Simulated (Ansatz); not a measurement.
`F[Si](Cl)(O[SiH3])O[SiH3]` + `N=C[SeH]` → `[SiH3]/N=C\[SeH]` + `O[Si](F)(Cl)O[SiH3]`  (ligand exchange at the Si–O bond)

Calculated with Ansatz (gas phase, PBE0-D4/def2-TZVP geometries, no zero-point term in ΔE). CCSD(T)/CBS adds triple-zeta CCSD(T) − MP2 to the extrapolated MP2 energy (def2 sets, frozen cores). DFT in def2-TZVPP. B3LYP here is the variant with VWN-RPA as its local correlation; programs differ in this. For Se outer-core shells are correlated without core-valence functions, which leaves a few kJ/mol of doubt a bond. Scalar relativity is left out up to krypton. Each species was taken in one conformer, which may not be the lowest.

```json
{"level": "B3LYP-D4", "ΔE (kJ/mol)": "60.2", "difference from CCSD(T)/CBS": "-2.0"}
{"level": "B2PLYP", "ΔE (kJ/mol)": "60.6", "difference from CCSD(T)/CBS": "-1.6"}
{"level": "PBE", "ΔE (kJ/mol)": "46.9", "difference from CCSD(T)/CBS": "-15.3"}
{"level": "r2SCAN", "ΔE (kJ/mol)": "54.3", "difference from CCSD(T)/CBS": "-7.9"}
{"level": "PBE0", "ΔE (kJ/mol)": "54.9", "difference from CCSD(T)/CBS": "-7.3"}
{"level": "CCSD(T)/def2-TZVPP", "ΔE (kJ/mol)": "63.1", "difference from CCSD(T)/CBS": "0.9"}
{"level": "HF/def2-QZVPP", "ΔE (kJ/mol)": "83.2", "difference from CCSD(T)/CBS": "21.0"}
{"level": "MP2/def2-QZVPP", "ΔE (kJ/mol)": "59.4", "difference from CCSD(T)/CBS": "-2.8"}
{"level": "MP2/CBS(def2)", "ΔE (kJ/mol)": "58.3", "difference from CCSD(T)/CBS": "-3.9"}
{"level": "CCSD/CBS(def2)", "ΔE (kJ/mol)": "66.7", "difference from CCSD(T)/CBS": "4.5"}
{"level": "CCSD(T)/CBS", "ΔE (kJ/mol)": "62.2", "difference from CCSD(T)/CBS": "0"}
```

Largest T1 diagnostic among the species: 0.013.

From PBE to PBE0 (25 % exact exchange), in def2-TZVPP and without D4, ΔE moves by +8.0 kJ/mol. In def2-TZVPP, CCSD(T) changes the Hartree–Fock value by −18.2 kJ/mol (the triples alone add −4.6 kJ/mol) and MP2 by −22.0 kJ/mol.
